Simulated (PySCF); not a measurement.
# `O[C@@H]1CC=C1[C@H](F)Cl`, C5H6ClFO

Molfile (atoms numbered from 1):
```
C5H6ClFO
     RDKit          3D

 14 14  0  0  0  0  0  0  0  0999 V2000
   -1.0589    1.6215   -0.7276 O   0  0  0  0  0  0  0  0  0  0  0  0
   -0.7349    0.2718   -0.7579 C   0  0  2  0  0  0  0  0  0  0  0  0
   -1.5388   -0.7153    0.1522 C   0  0  0  0  0  0  0  0  0  0  0  0
   -0.2093   -1.0700    0.7559 C   0  0  0  0  0  0  0  0  0  0  0  0
    0.4859   -0.2071    0.0111 C   0  0  0  0  0  0  0  0  0  0  0  0
    1.8976    0.2195   -0.0608 C   0  0  2  0  0  0  0  0  0  0  0  0
    2.7384   -0.7123    0.4587 F   0  0  0  0  0  0  0  0  0  0  0  0
    2.1055    1.7381    0.8990 Cl  0  0  0  0  0  0  0  0  0  0  0  0
   -0.9610    1.9521    0.1734 H   0  0  0  0  0  0  0  0  0  0  0  0
   -0.7352   -0.0143   -1.8122 H   0  0  0  0  0  0  0  0  0  0  0  0
   -2.0574   -1.5200   -0.3646 H   0  0  0  0  0  0  0  0  0  0  0  0
   -2.2288   -0.2170    0.8304 H   0  0  0  0  0  0  0  0  0  0  0  0
    0.0645   -1.7943    1.4998 H   0  0  0  0  0  0  0  0  0  0  0  0
    2.2318    0.4470   -1.0797 H   0  0  0  0  0  0  0  0  0  0  0  0
  1  2  1  0
  2  3  1  0
  3  4  1  0
  4  5  2  0
  5  6  1  0
  6  7  1  0
  6  8  1  0
  5  2  1  0
  1  9  1  0
  2 10  1  6
  3 11  1  0
  3 12  1  0
  4 13  1  0
  6 14  1  6
M  END
```

The calculation used TDDFT B3LYP/def2-SVPD circular dichroism and optical rotation, one conformer, gas phase (PySCF 2.14.0). Geometry: GFN2-xTB.

The molecule is flexible and this is one conformer; a measurement averages over conformers. States above about 7.6 eV (minus the energy of the highest occupied orbital) lie near or above the ionisation threshold and depend on the basis.

Problem. Draw the ECD and absorption spectra from the lowest 12 states, each a Gaussian of half-width 0.35 eV at 1/e height.

Solution. 
```csv
E (eV),λ (nm),Δε (L mol⁻¹ cm⁻¹),ε (L mol⁻¹ cm⁻¹)
4.97,249,+0.54,52.5
5.07,245,+1.11,112
5.17,240,+1.95,209
5.27,235,+2.87,356
5.37,231,+3.45,586
5.47,227,+3.16,990
5.57,223,+1.59,1730
5.67,219,-1.30,2950
5.77,215,-4.96,4630
5.87,211,-8.28,6440
5.97,208,-9.91,7850
6.07,204,-8.95,8390
6.17,201,-5.58,7980
6.27,198,-1.12,6920
6.37,195,+2.75,5670
6.47,192,+4.95,4550
6.57,189,+5.52,3700
6.67,186,+5.45,3140
6.77,183,+6.02,2870
6.87,180,+8.25,2860
6.97,178,+12.43,3060
7.07,175,+17.97,3410
7.17,173,+23.46,3770
7.27,171,+27.37,4040
7.37,168,+28.81,4150
7.47,166,+27.87,4100
7.57,164,+25.20,3870
```
Δε uses R in velocity form, ε uses f in length form. Only the states computed contribute, so the short-wavelength end is incomplete.
